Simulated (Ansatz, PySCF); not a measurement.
This Ansatz (a quantum-chemistry and plane-wave program) input computes a CAM-B3LYP/def2-TZVPD energy:

Ansatz 0.2 input:
```yaml
crystal:
  periodic: [false, false, false]
  atoms:
    - {symbol: Si, position_ang: [-0.87920555, -0.78195471, 1.06171613]}
    - {symbol: H, position_ang: [-1.89911641, -1.21899959, 0.01694135]}
    - {symbol: Br, position_ang: [0.40594269, 0.34761045, -0.42517049]}
basis:
  gaussian:
    orbitals: def2-TZVPD
hamiltonian:
  xc: {name: CAM-B3LYP}
output: {forces: true}
```

### Question
Write an input for the same energy in PySCF and say what it gives.

### Answer

```python
from pyscf import gto, scf, dft

mol = gto.M(
    atom='''
    Si   -0.87920555   -0.78195471    1.06171613
    H    -1.89911641   -1.21899959    0.01694135
    Br    0.40594269    0.34761045   -0.42517049
    ''',
    basis='def2-tzvpd',
    charge=0,
    spin=0,
    verbose=4,
)

mf = dft.RKS(mol, xc='camb3lyp').density_fit(auxbasis='def2-universal-jkfit')
mf.grids.level = 3
mf.conv_tol = 1e-9
mf.max_cycle = 100
mf.max_memory = 1500
mf.kernel()
if not mf.converged:
    mf = mf.newton()
    mf.kernel(mf.make_rdm1())
mf.analyze()
```
It gives -2864.37354 Eh, and Ansatz -2864.37348 Eh, a difference of 0.06 mEh, from the treatment of integrals and grids.
